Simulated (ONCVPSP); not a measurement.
**What one change does to a pseudopotential (V (Z = 23), ONCV)**

```json
{
 "Element": "V (Z = 23)",
 "Generator": "ONCVPSP 4.0.1",
 "Type": "optimised norm-conserving Vanderbilt (ONCV)",
 "Functional": "LDA (Perdew-Wang 92)",
 "Relativity": "scalar-relativistic",
 "Frozen core": "[Ne] 3s2",
 "Valence charge": "11",
 "Reference configuration": "3p6 3d3 4s2",
 "Partial waves": "4s: rc 2.95 bohr, ncon 4, nbas 8, qcut 2.4 1/bohr, 2 projectors, debl 1 Ha; 3p: rc 1.05 bohr, ncon 4, nbas 8, qcut 6.8 1/bohr, 2 projectors, debl 2.7 Ha; 3d: rc 2.25 bohr, ncon 4, nbas 8, qcut 7.7 1/bohr, 2 projectors, debl 1.4 Ha",
 "Local potential": "polynomial inside 1.05 bohr (lpopt 4, dvloc0 4 Ha)",
 "Core correction": "Teter function, fcfact 3.5, rcfact 1.45"
}
```

Change: core correction Teter function, fcfact 3.5, rcfact 1.68.

Cutoffs: the cutoffs (Ha) at which the residual kinetic energy of the hardest occupied pseudo-wave falls to 1 and 0.1 mHa per electron; they do not see the model core or the augmentation charge, which bear on the density cutoff. Errors are all-electron minus pseudo energies relative to the spin-unpolarised reference configuration.

Q: Predict the effect on cutoff, ghosts and configuration errors.

A: The potential gets neither clearly harder nor softer (22 Ha and 100 Ha → 22 Ha and 100 Ha); the errors of the 4 common tests hardly move; neither file shows a bound ghost. A model core, the more so a compact one, raises the density cutoff, which this test does not measure.

| quantity | base | changed |
| --- | --- | --- |
| cutoff, loose | 22 Ha | 22 Ha |
| cutoff, tight | 100 Ha | 100 Ha |
| bound ghosts | none | none |
| GHOST(+) flags under 300 eV | s at 15.6 eV | s at 15.6 eV |
| error for 3p6 3d3 4s1, meV [ΔE 7.93 eV] | -2.2 | -2.3 |
| error for 3p6 3d3 4s0, meV [ΔE 22.47 eV] | -17 | -17 |
| error for 3p6 3d2 4s0, meV [ΔE 51.63 eV] | +178 | +177 |
| error for 3p6 3d3 4s1 4p1, meV [ΔE 3.41 eV] | -4.4 | -4.4 |
| s: phases at 2.99 bohr within 0.05 rad from the reference energy up to (Ha; the scan ends near 5) | n/a | n/a |
| p: phases at 1.06 bohr within 0.05 rad from the reference energy up to (Ha; the scan ends near 5) | to the end of the scan | to the end of the scan |
| d: phases at 2.29 bohr within 0.05 rad from the reference energy up to (Ha; the scan ends near 5) | 4.3 | 4.3 |
| rms error of d²Exc/dni dnj with the model core, mHa | 2.88 | 1.91 |
